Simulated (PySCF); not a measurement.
WO2(OH): from structure and modes to constants

Method: UPBE0/[W def2-TZVP with ECP60, O def2-TZVP, H def2-TZVP], scalar-relativistic core potentials, density fitting, no spin–orbit coupling, PySCF.

The doublet minimum has C1 symmetry. Masses (u): W 183.95093, O 15.99492, H 1.00782.

```xyz
5
charge 0 multiplicity 2, angstrom
W     0.0041    0.0103   -0.0746
O     1.6846    0.0429    0.2165
O    -0.7133    1.5342    0.1905
O    -0.9148   -1.5734    0.3558
H    -1.7730   -1.7401    0.7495
```

Harmonic wavenumbers (cm⁻¹): 118.6 (a, ×1), 213.5 (a, ×1), 306.1 (a, ×1), 370.8 (a, ×1), 554.5 (a, ×1), 741.6 (a, ×1), 1001.6 (a, ×1), 1051.5 (a, ×1), 3919.2 (a, ×1).

(1) Find the principal moments of inertia and the rotational constants. What kind of rotor is it?

(2) What is the harmonic zero-point energy?

(3) Find the vibrational entropy and heat capacity at 298.15 K.

(4) Give the standard entropy (298.15 K, 1 bar) by its translational, rotational, vibrational and spin parts, and Cp.

Results:

(1) About the centre of mass I = 68.617, 91.209, 150.92 u Å². With B = 16.8576/I this gives 0.2457, 0.1848, 0.1117 cm⁻¹. The molecule is an asymmetric top with κ = 0.09.

(2) Half the sum of all 9 wavenumbers, 8277/2 = 4139 cm⁻¹, which is 49.5 kJ/mol (1 cm⁻¹ = 0.0119627 kJ/mol).

(3) With u = 1.43878 ω/T, each mode gives S = R[u/(eᵘ−1) − ln(1−e⁻ᵘ)] and C = R u² eᵘ/(eᵘ−1)².
```csv
ω (cm⁻¹),u,S (J/(mol K)),C (J/(mol K))
118.6,0.573,13.06,8.09
213.5,1.030,8.43,7.62
306.1,1.477,5.79,6.95
370.8,1.789,4.50,6.41
554.5,2.676,2.24,4.73
741.6,3.579,1.09,3.15
1001.6,4.833,0.39,1.57
1051.5,5.074,0.32,1.36
3919.2,18.913,0.00,0.00
```
The sums over all modes are S = 35.8 and C = 39.9 J/(mol K); the softest mode gives 36 % of the entropy.

(4) Sackur–Tetrode with M = 232.94 u gives 176.8; rotation with symmetry number 1 gives 105.7; vibration 35.8; spin R ln 2 = 5.8. The total is 324.1 J/(mol K), and Cp = 4 R + 39.9 = 73.1 J/(mol K).

Other isomers or separated fragments may lie lower. With open d or f shells other occupations or spin states may lie lower. No spin–orbit coupling is included, which matters more the heavier the element.
